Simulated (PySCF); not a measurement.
F2Sn, charge -1, doublet, at a GFN2-xTB geometry (such geometries of metal compounds can be far from the true shape) (a state made from the parent by changing its charge; the spin is typed, not shown lowest) (core potentials on Sn) (in this run its highest filled SCF level lies above zero, so its values depend strongly on the basis, on diffuse functions most of all). Base run: DF-B3LYP/def2-SV(P) (PySCF).

PySCF was given this input:
```python
from pyscf import gto, scf, dft

mol = gto.M(
    atom='''
Sn    0.013920   -0.007519    0.330266
F     0.870490    1.674446   -0.918077
F    -0.947821   -1.632675   -0.916732
''',
    basis='def2-sv(p)',
    ecp={'Sn': 'def2-sv(p)'},
    charge=-1,
    spin=1,
    verbose=4,
)

mf = dft.UKS(mol)
mf.xc = 'b3lyp'
mf = mf.density_fit(auxbasis='def2-universal-jkfit')
mf.kernel()
```

Each row names what was changed in the base input (with any setting that the change needs).

```
change              basis functions      E (Eh)  HOMO (eV)
------------------  ---------------  ----------  ---------
base                             54  -413.96950       1.10
basis = LANL2DZ                  26  -203.19167       0.76
basis = def2-SVP                 54  -413.96950       1.10
basis = def2-SVPD                78  -414.03626       0.46
basis = def2-TZVPP              112  -414.26461       0.57
basis = def2-TZVP               112  -414.26461       0.57
basis = def2-TZVPD              136  -414.27462       0.36
basis = def2-QZVPP              196  -414.28354       0.41
basis = def2-QZVP               196  -414.28354       0.41
```

Totals compare only among sets that treat the same electrons; sets with core potentials leave the core out.

Open shells are given as the SCF converged; they aren't shown to be the lowest states, and a large step between rows can be another state.
